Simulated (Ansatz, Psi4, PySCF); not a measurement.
ammonia borane (H$_{6}$BN), singlet, at a GFN2-xTB geometry. Base run: HF/aug-cc-pVDZ (PySCF).

Geometry (Å):
```xyz
8

B     -0.9149     0.1121    -0.0166
N      0.7309    -0.0896     0.0133
H     -1.3140    -0.6417    -0.8474
H     -1.0915     1.2550    -0.2997
H     -1.2900    -0.1605     1.0800
H      0.9339    -1.0529     0.2512
H      1.1201     0.5346     0.7096
H      1.1000     0.1319    -0.9035
```
All else is at PySCF's defaults.

The same geometry, method and basis name were run in Ansatz (an electronic-structure program) and Psi4 and PySCF, at each program's defaults and at the settings that a row names. The base is PySCF at its defaults. Differences at the defaults can come from grids, fitting, cores and function types together.

| code and settings | ΔE vs base (mEh) | basis functions | E (Eh) | SCF cycles | dipole (D) |
|---|---|---|---|---|---|
| PySCF, defaults (exact integrals, spherical functions) | 0.000 | 100 | -82.62733 | 9 | 5.23 |
| Psi4, defaults (density fitting with its default set, spherical functions) | 0.010 | 100 | -82.62732 | 7 | 5.23 |
| Ansatz, defaults (factorised integrals, spherical functions) | 0.003 | 100 | -82.62732 | - | - |
| PySCF, density fitting with def2-universal-jkfit | -0.004 | 100 | -82.62733 | 9 | 5.23 |
| Psi4, exact integrals, spherical functions | 0.000 | 100 | -82.62733 | 10 | 5.23 |
| Ansatz, high accuracy | 0.000 | 100 | -82.62733 | - | - |
